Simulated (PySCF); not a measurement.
This script is equivalent to a calculation on He⁺ (helium, charge +1).

```python
from pyscf import gto, scf, dft, mp, cc
import basis_set_exchange as bse
mol = gto.M(atom="He 0 0 0", charge=1, spin=1, symmetry="D2h",
            basis=gto.basis.parse(bse.get_basis("aug-cc-pVDZ-DK", elements=["He"], fmt="nwchem", header=False)),
            nucmod="G")
mf = scf.UHF(mol).sfx2c1e()
mf.irrep_nelec = {'Ag': (1, 0)}
mf.kernel()
```

Question: What total energy does it give?

Answer: -1.99446 hartree (calculated).

Question: Which occupied shell lies highest, and where?

Answer: 1s α, at -54.272 eV.

Question: What is ⟨S²⟩, and what would a pure spin state give?

Answer: 0.750, against 0.75.
